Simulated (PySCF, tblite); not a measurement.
## Isomerisation enthalpies of C10H7Cl

**What was measured.**

From CRC Handbook of Chemistry and Physics, for the gas at 298.15 K: enthalpy of formation of `Clc1cccc2ccccc12` (1-chloronaphthalene) 119.8 kJ/mol; enthalpy of formation of `Clc1ccc2ccccc2c1` (2-chloronaphthalene) 137.4 kJ/mol.

The results are set against them at the end.

Differences of these values give the isomerisation enthalpies. Geometries: PBE0-D3(BJ)/def2-SVP; runs in PySCF, gas phase, with a dispersion term only where the level names one. Total electronic energies (Eh):

```
          SMILES  PBE0-D3(BJ)/def2-SVP  PBE0/pcSseg-1
Clc1cccc2ccccc12            -844.48891     -844.81170
Clc1ccc2ccccc2c1            -844.48855     -844.81255
```

Zero-point energy and H(298.15 K) − H(0) from GFN2-xTB harmonic wavenumbers (unscaled, rigid rotor, ideal gas), added at every level, kJ/mol: `Clc1cccc2ccccc12` 375.1, `Clc1ccc2ccccc2c1` 374.8.

**Comparison with experiment**

Relative to `Clc1cccc2ccccc12`, the lowest by measurement, in kJ/mol (measured: enthalpies at 298.15 K; computed: electronic energies):

```tsv
SMILES	measured	PBE0-D3(BJ)/def2-SVP	PBE0/pcSseg-1
Clc1cccc2ccccc12	0.0	0.0	0.0
Clc1ccc2ccccc2c1	17.6	0.7	-2.5
```

Measured values: 119.8 kJ/mol (298.15 K; CRC Handbook of Chemistry and Physics) for the first row; the others come from the same table. Unsigned miss: PBE0-D3(BJ)/def2-SVP 16.9, PBE0/pcSseg-1 20.1 kJ/mol. PBE0/pcSseg-1 puts another isomer lowest. Where a level misses, the cause wasn't examined.
